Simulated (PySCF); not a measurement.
Fractional electron number in Mo⁺ (molybdenum, charge +1)

The 4d alpha orbital of [Kr] 4d5 is emptied in steps (occupation f), with all orbitals relaxed, ending at [Kr] 4d4. Calculation: PySCF 2.14, in def2-SVP with the def2 core potential (28 electrons); a scalar-relativistic core potential. The exact energy is a straight line in f; departures are measured from the line between the end points of the same method.

Task: Among PBE0, r2SCAN, LC-wPBE, which shows the largest delocalisation error (convex curve), and which is closest to linear?

Result: Most convex: r2SCAN (-1.163 eV at f = 0.4); closest to linear: LC-wPBE (-0.195 eV).

| f | PBE0 (eV) | r2SCAN (eV) | LC-wPBE (eV) |
| --- | --- | --- | --- |
| 1 | 0.000 | 0.000 | 0.000 |
| 0.8 | -0.571 | -0.765 | -0.122 |
| 0.6 | -0.864 | -1.155 | -0.189 |
| 0.4 | -0.870 | -1.163 | -0.195 |
| 0.2 | -0.585 | -0.780 | -0.133 |
| 0 | 0.000 | 0.000 | 0.000 |

```csv
method,E(f=0) − E(f=1) (eV),−ε at f=1 (eV),−ε at f=0.4 (eV)
PBE0,16.232,12.693,16.924
r2SCAN,16.253,11.506,17.185
LC-wPBE,16.063,15.324,16.198
```

Reference removal energy between the ground levels: 16.16 ± 0.12 eV (semi-empirical (NIST evaluation); NIST Atomic Spectra Database, ionization energies). The calculation has no spin-orbit coupling. The determinant left behind need not be the lowest term of the ion.
